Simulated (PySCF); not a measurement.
Molecule: `CC#Cc1ccncc1`, C8H7N.

Cartesian coordinates in Å; atom numbers follow the order of the lines, from 1:
```xyz
16

C     3.599    0.237   -0.207
C     2.161    0.145   -0.122
C     0.962    0.066   -0.054
C    -0.447   -0.027    0.025
C    -1.066   -1.197    0.471
C    -2.448   -1.229    0.527
N    -3.220   -0.211    0.183
C    -2.632    0.897   -0.238
C    -1.261    1.048   -0.339
H     3.897    1.255   -0.458
H     4.046   -0.039    0.748
H     3.967   -0.441   -0.977
H    -0.473   -2.051    0.762
H    -2.969   -2.115    0.866
H    -3.301    1.704   -0.509
H    -0.823    1.970   -0.689
```

Frames of a GFN2-xTB Langevin trajectory at 200 K; GIAO PBE0/pcSseg-1 shieldings in PySCF 2.14.0 with density-fitted response routines, gas phase, non-relativistic; equivalent atoms averaged within each frame.

References, each an isolated molecule treated in the same way: ¹³C (186.93 ppm), ¹H (31.72 ppm) vs TMS; NH3 for ¹⁵N (267.73 ppm). The references are static minima.

Question: How do the shifts (ppm) fluctuate along the trajectory?

Answer: 
```tsv
time (fs)	C6/C8	C4	C5/C9	C2	C3	C1	N7	H14/H15	H13/H16	H10/H11/H12
250	153.7	138.5	129.5	105.9	86.9	7.0	352.0	8.72	6.89	2.25
425	154.8	139.0	134.2	103.8	85.3	0.2	355.5	9.09	7.23	1.70
625	156.5	133.3	132.1	98.6	87.2	2.3	379.6	8.84	7.87	1.90
800	160.5	136.4	133.0	104.7	87.4	9.7	376.0	9.09	7.61	2.78
1000	157.3	134.8	127.5	105.1	85.4	6.0	365.1	9.00	7.07	2.52
mean of frames	156.6	136.4	131.3	103.6	86.4	5.1	365.6	8.95	7.33	2.23
standard deviation	2.6	2.4	2.7	2.9	1.0	3.8	12.1	0.16	0.40	0.44
```

5 frames give an uncertainty of the mean of about the standard deviation over 2.2 at best, since frames this close in time may not be independent; classical motion lacks zero-point vibration, and the reference would need the same averaging.
